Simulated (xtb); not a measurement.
Cl3H2NSi, SMILES N[Si](Cl)(Cl)Cl. All values are semi-empirical tight-binding results from xtb (GFN2-xTB unless named), good for trends rather than for accurate numbers. The structure is a stationary point at GFN2-xTB. One conformer was computed; it need not be the lowest.

Question: Estimate the properties. (Estimate from the structure and the level; the computed values follow.)

Answer: 
```yaml
point_group_as_xtb_finds_it: Cs
orbital_gap: 6.93 eV
dipole_moment: 2.72 D
zero_point_energy: 18.7 kcal/mol
G − E(el) at 298.15 K (modified RRHO): -2.2 kcal/mol
static polarisability (D4 model): 82.3 bohr³
solvation energy, GFN2-xTB/ALPB(water): -5.0 kcal/mol
solvation energy, GFN2-xTB/ALPB(dmso): -8.7 kcal/mol
```
